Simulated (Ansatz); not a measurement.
# Cl2GeH4OSi: where a starting geometry ends

The starting geometry of this gas-phase singlet is a saddle point at B3LYP/6-31G*, pushed by 0.25 Å along its imaginary mode; its bonds are those of `Cl[SiH](Cl)[O][GeH3]`.

```xyz
9

Cl   -1.4620   -1.9033    2.4632
Cl   -0.5700    1.3216    2.4006
Ge   -0.9271   -0.4366   -1.2629
O     0.1513   -0.6419    0.1774
Si   -0.0141   -0.5722    1.7875
H     1.2750   -0.9147    2.4423
H    -1.6319    0.9648   -1.1293
H    -1.9450   -1.5954   -1.2923
H     0.0525   -0.4639   -2.4739
```

Task: Predict what it relaxes into with B3LYP/6-31G*.

Result: It keeps its bonds, and is `Cl[SiH](Cl)[O][GeH3]`.

The energy falls by 0.02 eV over 28 steps:

| step | E − E(last) (eV) |
| --- | --- |
| 1 | 0.018 |
| 4 | 0.001 |
| 7 | 0.001 |
| 10 | 0.001 |
| 13 | 0.001 |
| 16 | 0.000 |
| 19 | 0.000 |
| 22 | 0.000 |
| 25 | 0.000 |
| 28 | 0.000 |

Final geometry (Å):

```yaml
atoms:
  - { symbol: Cl, position_ang: [-1.6763, -1.5639, 2.5040] }
  - { symbol: Cl, position_ang: [-0.2092, 1.4349, 2.2999] }
  - { symbol: Ge, position_ang: [-0.9393, -0.4736, -1.2627] }
  - { symbol: O, position_ang: [0.1358, -0.7431, 0.1822] }
  - { symbol: Si, position_ang: [-0.0078, -0.5624, 1.7865] }
  - { symbol: H, position_ang: [1.1832, -1.0970, 2.4611] }
  - { symbol: H, position_ang: [-1.9467, 0.6428, -0.9173] }
  - { symbol: H, position_ang: [-1.6384, -1.8167, -1.5527] }
  - { symbol: H, position_ang: [0.0274, -0.0627, -2.3884] }
```

Frequencies at the end are all real (lowest 27 cm⁻¹). Run with Ansatz 0.2.0, 110 s on 2 threads of Intel(R) Xeon(R) Platinum 8259CL CPU @ 2.50GHz (Skylake/Cascade Lake) (shared host).
